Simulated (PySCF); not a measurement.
Geometry:
```tsv
atom	x (Å)	y (Å)	z (Å)
Si1	-0.086	0.090	0.712
H2	-0.256	0.285	2.188
N3	1.602	0.099	0.317
C4	2.173	0.839	-0.773
C5	2.530	-0.712	1.059
H6	2.984	1.514	-0.431
H7	1.402	1.460	-1.252
H8	2.607	0.180	-1.552
H9	2.031	-1.179	1.923
H10	2.964	-1.531	0.449
H11	3.376	-0.113	1.449
N12	-0.912	1.388	-0.086
C13	-1.596	1.232	-1.340
C14	-0.809	2.742	0.388
H15	-2.620	1.652	-1.298
H16	-1.685	0.164	-1.591
H17	-1.074	1.733	-2.182
H18	-0.367	2.765	1.396
H19	-0.177	3.381	-0.264
H20	-1.804	3.224	0.451
N21	-0.777	-1.441	0.287
C22	-2.043	-1.853	0.828
C23	-0.217	-2.328	-0.696
H24	-2.850	-1.866	0.067
H25	-2.361	-1.169	1.631
H26	-1.988	-2.871	1.263
H27	0.759	-1.947	-1.034
H28	-0.060	-3.345	-0.286
H29	-0.866	-2.436	-1.589
```

Geometry: PBE0-D3(BJ)/def2-SVP; GIAO shifts from PySCF 2.14, gas phase, non-relativistic, averaged over equivalent atoms.

At B3LYP/pcSseg-1 (272 basis functions):
```
                                                              atoms  δ (ppm)
                                                                Si1    -29.0
                                                                 H2     4.38
H6/H7/H8/H9/H10/H11/H15/H16/H17/H18/H19/H20/H24/H25/H26/H27/H28/H29     2.39
                                                         N3/N12/N21     34.9
                                              C4/C5/C13/C14/C22/C23     37.1
```

Shifts are taken against calculated references (same method and geometry level): ²⁹Si (σ = 337.86 ppm) and ¹H (σ = 31.38 ppm) and ¹³C (σ = 179.24 ppm) against TMS; NH3 for ¹⁵N (σ = 263.54 ppm).

**Question.** Predict the values at PBE0/pcSseg-1 on the same geometry.

**Answer.** 
| atoms | δ at PBE0/pcSseg-1 | change |
| --- | --- | --- |
| Si1 | -24.5 | +4.5 |
| H2 | 4.46 | +0.08 |
| H6/H7/H8/H9/H10/H11/H15/H16/H17/H18/H19/H20/H24/H25/H26/H27/H28/H29 | 2.37 | -0.02 |
| N3/N12/N21 | 30.3 | -4.6 |
| C4/C5/C13/C14/C22/C23 | 36.5 | -0.6 |

Scale: ²⁹Si (351.99 ppm) and ¹H (31.27 ppm) and ¹³C (184.41 ppm) against TMS; ¹⁵N (265.67 ppm) vs NH3 (reference shieldings calculated alike).

The largest change is at N3/N12/N21 (nitrogen bonded to 2 C, Si). Cost: 272 basis functions.

Experimental scales use liquid or dissolved standards, which lie at an offset from isolated NH3 (liquid NH3: subtract about 20 ppm).
